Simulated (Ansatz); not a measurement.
Ansatz (a program for electronic structure) input (CCSD(T)/cc-pVDZ):

Ansatz 0.2 input:
```yaml
crystal:
  periodic: [false, false, false]
  atoms:
    - {symbol: C, position_ang: [-2.19612626, 0.08594078, -0.17605914]}
    - {symbol: C, position_ang: [-0.71446741, 0.12787601, -0.03325558]}
    - {symbol: C, position_ang: [0.10758701, 1.12725422, 0.28065027]}
    - {symbol: C, position_ang: [1.51335317, 0.76063613, 0.31843178]}
    - {symbol: C, position_ang: [1.58280532, -0.54660685, 0.01036736]}
    - {symbol: C, position_ang: [0.19468454, -1.07497004, -0.24100380]}
    - {symbol: H, position_ang: [-2.64253030, -0.63160156, 0.51874751]}
    - {symbol: H, position_ang: [-2.49002309, -0.22227926, -1.18379172]}
    - {symbol: H, position_ang: [-2.63311350, 1.06429958, 0.02001292]}
    - {symbol: H, position_ang: [2.33283921, 1.42287766, 0.55105359]}
    - {symbol: H, position_ang: [2.47722187, -1.14908375, -0.05436082]}
    - {symbol: H, position_ang: [-0.06201741, -1.88731285, 0.44868943]}
    - {symbol: H, position_ang: [0.09060503, -1.47768127, -1.25513624]}
basis:
  gaussian:
    orbitals: cc-pVDZ
magnetization: {spin_polarized: true, initial_magnetization: 1}
correlation: {method: ccsd_t, electrons: outside_noble_gas}
```

End of the output:

```
mean field evaluation 160: about -6289.4739 eV, gradient 6.2e-1 eV
mean field evaluation 192: about -6288.1284 eV, gradient 4.0e-1 eV
mean field evaluation 224: about -6288.1627 eV, gradient 4.1e-1 eV
mean field evaluation 256: about -6289.4724 eV, gradient 5.3e-1 eV
mean field evaluation 288: about -6290.9904 eV, gradient 2.5e0 eV
mean field evaluation 320: about -6285.9909 eV, gradient 1.8e-3 eV
mean field evaluation 352: about -6288.0753 eV, gradient 2.5e0 eV
mean field evaluation 384: about -6288.1777 eV, gradient 4.6e-1 eV
mean field evaluation 416: about -6288.0218 eV, gradient 1.5e0 eV
mean field -6291.44570463 eV, -231.2063651501 hartree, gradient 1.7e-6 eV, S^2 1.246220; 6 other end points of the search recorded, 0 dependent functions left out
determinant -6291.44570463 eV, -231.2063651501 hartree, with singles and doubles -6313.73687151 eV, -232.0255504234 hartree
determinant -6289.48837487 eV, -231.1344346083 hartree, with singles and doubles -6311.65943424 eV, -231.9492060118 hartree
determinant -6288.77005242 eV, -231.1080367450 hartree, with singles and doubles -6310.28485645 eV, -231.8986912099 hartree
determinant -6288.37174556 eV, -231.0933992380 hartree, with singles and doubles -6310.50882550 eV, -231.9069219206 hartree
6 core orbitals not correlated
reference -6291.44570463 eV, -231.2063651501 hartree; 16, 15 occupied and 97, 98 virtual orbitals, 1092 factors
second order -20.14757380 eV of doubles, -0.00000000 eV of singles
coupled cluster: 3.27 GiB planned
cycle   1  -22.29352915 eV  change   -2.4e-3 eV  update   5.2e-3
cycle   2  -22.29981008 eV  change   -6.3e-3 eV  update   3.7e-3
cycle   3  -22.29853534 eV  change    1.3e-3 eV  update   1.6e-3
cycle   4  -22.30041810 eV  change   -1.9e-3 eV  update   9.4e-4
cycle   5  -22.30465682 eV  change   -4.2e-3 eV  update   4.4e-4
cycle   6  -22.30629434 eV  change   -1.6e-3 eV  update   2.0e-4
cycle   7  -22.30626027 eV  change    3.4e-5 eV  update   6.7e-5
cycle   8  -22.30616512 eV  change    9.5e-5 eV  update   2.3e-5
cycle   9  -22.30617466 eV  change   -9.5e-6 eV  update   9.5e-6
coupled cluster: 3.27 GiB planned
perturbative correction -0.88318824 eV, -0.0324565692 hartree
Total energy: -6314.63506753 eV, -232.0585585184 hartree
```

It need not be the lowest isomer of its formula.

The determinant is spin-contaminated: <S^2> is 1.25 against 0.75 for a pure state.
